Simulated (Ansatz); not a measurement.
Reaction (cleavage of the Si–Ga bond): `C[SiH](O)[GaH2]` + H–F → `C[SiH](O)F` + `[GaH3]`

Program: Ansatz. Geometries: PBE0-D4/def2-TZVP. ΔE: electronic, gas phase. CCSD(T)/CBS is the MP2 limit (def2-TZVPP, def2-QZVPP) plus CCSD(T) − MP2 in def2-TZVPP, frozen cores. This one scheme is used for every species. DFT in def2-TZVPP. HSE06 is defined as in plane-wave codes. For Ga outer-core shells are correlated without core-valence functions, which leaves a few kJ/mol of doubt a bond. Scalar relativity is left out up to krypton. One conformer a species, not always the lowest.

| level | ΔE (kcal/mol) | difference from CCSD(T)/CBS |
| --- | --- | --- |
| LDA (SPW92) | -35.7 | 1.4 |
| revPBE-D4 | -32.8 | 4.3 |
| BLYP-D4 | -36.7 | 0.4 |
| HSE06-D4 | -34.6 | 2.5 |
| CAM-B3LYP-D4 | -40.6 | -3.5 |
| PBE-QIDH | -37.6 | -0.5 |
| PBE | -34.4 | 2.7 |
| r2SCANh | -39.4 | -2.3 |
| LC-ωPBE | -38.4 | -1.3 |
| HF/def2-SVP | -42.4 | -5.3 |
| MP2/def2-SVP | -39.3 | -2.2 |
| HF/def2-TZVPP | -45.2 | -8.1 |
| CCSD(T)/def2-TZVPP | -37.8 | -0.7 |
| MP2/def2-QZVPP | -38.3 | -1.2 |
| HF/CBS(def2) | -46.1 | -9.0 |
| CCSD/CBS(def2) | -37.9 | -0.8 |
| CCSD(T)/CBS | -37.1 | 0 |

Largest T1 diagnostic among the species: 0.013.

Leaving LDA and LC-ωPBE aside and taking each functional with its dispersion term where it has one, the values, not all of them listed here, spread over 8.9 kcal/mol, from B97M-V to revPBE-D4. LDA lies −1.2 kcal/mol from PBE without D4. In def2-TZVPP, CCSD(T) changes the Hartree–Fock value by +7.5 kcal/mol (the triples alone add +0.9 kcal/mol) and MP2 by +6.8 kcal/mol. At CCSD(T), def2-SVP lies −1.1 kcal/mol from the extrapolated value and def2-TZVPP −0.7 kcal/mol.
